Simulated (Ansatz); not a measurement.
Geometry optimisation, Ansatz, RHF/6-31G.

input.yaml

```yaml
crystal:
  periodic: [false, false, false]
  atoms:
    - { symbol: C, position_ang: [0.4422, -0.4073, 1.4796] }
    - { symbol: C, position_ang: [0.2672, 0.6229, 0.3099] }
    - { symbol: S, position_ang: [1.7948, 1.4935, 0.0283] }
    - { symbol: S, position_ang: [1.7888, 0.3382, -1.7004] }
    - { symbol: B, position_ang: [-0.035, -0.1402, -1.1038] }
    - { symbol: "N", position_ang: [-1.3388, -0.3514, -1.8366] }
    - { symbol: H, position_ang: [1.2293, -1.0981, 1.2788] }
    - { symbol: H, position_ang: [-0.5269, -0.8878, 1.6034] }
    - { symbol: H, position_ang: [0.6311, 0.2026, 2.4473] }
    - { symbol: H, position_ang: [-0.5298, 1.3641, 0.5468] }
    - { symbol: H, position_ang: [-2.0903, 0.1778, -1.3199] }
    - { symbol: H, position_ang: [-1.5557, -1.3695, -1.6995] }
basis:
  gaussian: { orbitals: "6-31G" }
hamiltonian:
  xc: hf
relax:
  f_tol: 0.015
  max_steps: 40
```

Launched with:

```bash
$ ansatz run input.yaml --threads 1 --pin off --max-ram 2048MiB --backend cpu --events-out ev --progress --plain --runs-dir out
```

Problem. Where does it end, and by what steps?

Solution. It converged. The force dipped under the threshold on the way, but the program's further checks kept it going. Limits of this set-up: no polarisation functions. After 13 steps the energy has fallen by 2.650 eV; H11 moved furthest, 1.00 Å.

```json
{"step": "0", "energy less start (eV)": "0.0000", "largest force component (eV/Å)": "3.906", "accepted": "yes"}
{"step": "1", "energy less start (eV)": "-1.3503", "largest force component (eV/Å)": "2.330", "accepted": "yes"}
{"step": "2", "energy less start (eV)": "-1.7895", "largest force component (eV/Å)": "1.802", "accepted": "yes"}
{"step": "3", "energy less start (eV)": "-2.0922", "largest force component (eV/Å)": "3.539", "accepted": "yes"}
{"step": "4", "energy less start (eV)": "-2.4626", "largest force component (eV/Å)": "0.751", "accepted": "yes"}
{"step": "5", "energy less start (eV)": "-2.5808", "largest force component (eV/Å)": "0.299", "accepted": "yes"}
{"step": "6", "energy less start (eV)": "-2.6110", "largest force component (eV/Å)": "0.450", "accepted": "yes"}
{"step": "7", "energy less start (eV)": "-2.6281", "largest force component (eV/Å)": "0.438", "accepted": "yes"}
{"step": "8", "energy less start (eV)": "-2.6447", "largest force component (eV/Å)": "0.150", "accepted": "yes"}
{"step": "9", "energy less start (eV)": "-2.6448", "largest force component (eV/Å)": "0.222", "accepted": "yes"}
{"step": "10", "energy less start (eV)": "-2.6497", "largest force component (eV/Å)": "0.053", "accepted": "yes"}
{"step": "11", "energy less start (eV)": "-2.6492", "largest force component (eV/Å)": "0.116", "accepted": "no"}
{"step": "12", "energy less start (eV)": "-2.6501", "largest force component (eV/Å)": "0.014", "accepted": "yes"}
{"step": "13", "energy less start (eV)": "-2.6503", "largest force component (eV/Å)": "0.013", "accepted": "yes"}
```

```xyz
12
Properties=species:S:1:pos:R:3
C 0.266 -0.300 1.542
C 0.291 0.679 0.374
S 2.071 1.285 -0.055
S 1.498 0.453 -2.091
B -0.042 0.091 -1.065
N -1.190 -0.561 -1.488
H 0.877 -1.171 1.341
H -0.752 -0.633 1.726
H 0.630 0.161 2.452
H -0.291 1.563 0.598
H -1.969 -0.713 -0.888
H -1.311 -0.909 -2.411
```

Run time: 46 s on 1 thread of Arm Neoverse V1 (shared host), peak memory 0.16 GiB.
